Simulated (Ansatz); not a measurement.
Species: sum formula H3SiO3, net charge 0, doublet state. It need not be the lowest isomer of its formula. 
Geometry from a B3LYP-D3(BJ)/def2-TZVP (Ansatz, a first-principles code) optimisation:
SMILES: O[Si](O)O
```xyz
7

Si    -0.0585    -0.0377     0.3615
O     -0.8689     1.2701    -0.2270
O     -0.5742    -1.3722    -0.4551
O      1.5457     0.1681     0.0489
H     -0.6334     2.1348     0.1220
H     -1.5100    -1.5895    -0.4086
H      2.1425    -0.5458     0.2917
```
Charge 0, spin multiplicity 2.

Dipole moments at this geometry, in debye (magnitudes).

```csv
level,program,dipole (D)
SVWN5/def2-TZVPD,Ansatz,___
PBE/def2-TZVPD,Ansatz,1.15
BLYP/def2-TZVPD,Ansatz,1.23
revPBE/def2-TZVPD,Ansatz,1.14
PBE0/def2-TZVPD,Ansatz,1.32
BHLYP/def2-TZVPD,Ansatz,1.55
LC-wPBE/def2-TZVPD,Ansatz,1.41
wB97M-V/def2-TZVPD,Ansatz,1.38
CCSD(T)/aug-cc-pV(D+d)Z,Ansatz,___
```

Question: Complete the blanks.

Answer: 
- SVWN5/def2-TZVPD, dipole (D): 1.17
- CCSD(T)/aug-cc-pV(D+d)Z, dipole (D): 1.37
